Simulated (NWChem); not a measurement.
Molecule: HTeSeBr; SMILES [Te](Br)[SeH]

```xyz
4

Te     0.9002    -0.0178     0.0054
Br    -0.6560     1.9816     0.0071
Se    -0.6765    -1.9521     0.0266
H     -0.8475    -2.0573    -1.4366
```
Atoms are numbered in this order, from 1.

Computed with NWChem. All runs use the structure optimised with PBE0/def2-SVP. Not confirmed as a minimum by frequencies. def2 effective core potentials on Te; no spin-orbit coupling. Ions are spin-unrestricted doublets at the neutral geometry; other ion states weren't tried.

For level PBE/def2-SVP:

```
Item                                   Result
-------------------------------------  ------
vertical ionisation energy, ΔSCF (eV)    8.29
−ε(HOMO) (eV)                            5.39
```

### Question
How do the values read with level PBE0/def2-SVP instead?

### Answer
- vertical ionisation energy, ΔSCF (eV) = 8.58
- −ε(HOMO) (eV) = 6.56
